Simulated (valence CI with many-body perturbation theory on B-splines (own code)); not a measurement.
## Hyperfine factors and g values of Xe XLI

Calculated by configuration interaction combined with many-body perturbation theory (CI+MBPT): four valence electrons over a frozen Dirac-Fock core [Ne], a basis of 11 s, 11 p, 10 d, 8 f, 5 g, 2 h functions for each j, with the one-electron correlation potential Σ1, the two-electron term Σ2, the three-electron term Σ3, Breit, model QED; selected CI, second order for the rest, scaled by the run's own slope (own B-spline code, finite nucleus).

No measured spectrum was set against this ion. As an estimate, large intervals hold to a few tenths of a per cent, small ones and those within an open d or f shell to about a per cent. Among the levels kept, up to 740 cm⁻¹ of a level comes from second order outside the variational space, and about a tenth of that is noise between levels of different J, which matters for small intervals.

A/g_I is the dipole constant over the nuclear g factor μ/I (μ in nuclear magnetons, uniformly magnetised nucleus), B/Q the quadrupole constant per barn. Both hold the static response of the core; the bare values leave it out. Large factors of s and p1/2 electrons are usually good to 5 to 10 %; those of open d and f shells near neutrality can be off by tens of per cent, and small factors of p3/2, d and f electrons come from cancelling terms and can be off by a factor of two or in sign, in half-filled shells by more. B is blank for J = 1/2, where it vanishes, and for nearly pure S terms. Energies count from the lowest level. Levels with J = 0 are left out.

Levels are named by their leading jj configuration (3d3/2^4 stands for four electrons in 3d with j = 3/2), which in mixed levels can hold well under half, so a name can repeat and another be missing. Letters in brackets count levels of one name in rising energy.

```csv
Level,E (× 10³ cm⁻¹),g,A/g_I (MHz),A/g_I bare,B/Q (MHz/b),B/Q bare
(3s^2 3p1/2 3p3/2) J=1,595.47,1.495,-25300,-22800,67500,66300
(3s^2 3p1/2 3p3/2) J=2,647.07,1.190,167000,164000,108000,106000
(3s^2 3p3/2^2) J=2,1279.8,1.298,74200,73800,26800,26300
(3s 3p1/2^2 3p3/2) J=2,1417.6,1.621,391000,384000,106000,104000
(3s 3p1/2^2 3p3/2) J=1,1577.7,0.966,-228000,-220000,91400,89900
(3s^2 3p1/2 3d3/2) J=2,1780.5,0.772,137000,136000,20100,21000
(3s 3p1/2 3p3/2^2) J=2 [a],1917.8,1.474,171000,169000,23500,23500
(3s^2 3p1/2 3d5/2) J=3,1979.7,1.206,177000,174000,-18000,-16500
(3s^2 3p1/2 3d3/2) J=1,1995.8,0.908,-99000,-94100,12200,12600
(3s^2 3p1/2 3d5/2) J=2,2107.7,1.253,43700,44300,54300,54000
(3s 3p1/2 3p3/2^2) J=3,2129.3,1.223,254000,249000,48800,48500
(3s 3p1/2 3p3/2^2) J=1 [a],2226.8,1.246,378000,369000,-106000,-104000
(3s 3p1/2 3p3/2^2) J=2 [b],2257.9,1.132,73800,73700,-11100,-10800
(3s 3p1/2 3p3/2^2) J=1 [b],2311.1,1.382,122000,121000,51600,50700
(3s^2 3p3/2 3d3/2) J=2,2584.5,1.063,52600,52700,-61900,-60200
(3s^2 3p3/2 3d5/2) J=2,2587.8,1.307,88900,88800,-53500,-52800
(3s^2 3p3/2 3d3/2) J=3,2588.7,1.148,66500,66700,104000,103000
(3s^2 3p3/2 3d3/2) J=1,2589.2,1.148,77000,77000,-58900,-58300
(3s^2 3p3/2 3d5/2) J=4,2594.4,1.244,36300,37000,166000,164000
(3s 3p1/2^2 3d3/2) J=1,2620.0,0.359,-290000,-281000,9390,9860
(3s 3p1/2^2 3d3/2) J=2,2651.0,1.183,321000,314000,20900,21600
(3s^2 3p3/2 3d5/2) J=3,2798.1,1.148,44500,44700,37000,37700
(3s^2 3p3/2 3d5/2) J=1,2823.8,1.151,-43600,-40600,12000,12200
(3s 3p1/2^2 3d5/2) J=3,2826.3,1.376,232000,228000,22900,24100
(3s 3p1/2^2 3d5/2) J=2,2885.0,1.096,-120000,-114000,-19200,-17700
(3s 3p3/2^3) J=2,2906.7,1.331,325000,317000,-119000,-117000
(3s 3p3/2^3) J=1,3048.8,1.157,-221000,-212000,-30600,-30000
(3s 3p1/2 3p3/2 3d3/2) J=2 [a],3085.5,1.087,54900,55300,30400,30100
(3s 3p1/2 3p3/2 3d3/2) J=1 [a],3139.2,1.217,187000,184000,-64700,-64000
(3s 3p1/2 3p3/2 3d3/2) J=3 [a],3162.6,1.182,223000,219000,26.3,411
(3s 3p1/2 3p3/2 3d3/2) J=2 [b],3168.2,1.200,144000,142000,-32700,-32200
(3s 3p1/2 3p3/2 3d3/2) J=4,3232.7,1.240,244000,240000,53500,53500
(3s 3p1/2 3p3/2 3d5/2) J=4 [a],3271.4,1.391,168000,166000,163000,162000
(3s 3p1/2 3p3/2 3d3/2) J=2 [c],3317.7,0.905,91000,90000,-38400,-37300
```

**Question.** Take the isotope of mass number 129, with I = 1/2, μ = -0.77796 μN. What is the hyperfine structure of (3s^2 3p1/2 3p3/2) J=2?

**Answer.** From the table A = -259000 MHz. Shifts from the centre of gravity in MHz: F = 3/2: 388000, F = 5/2: -259000.
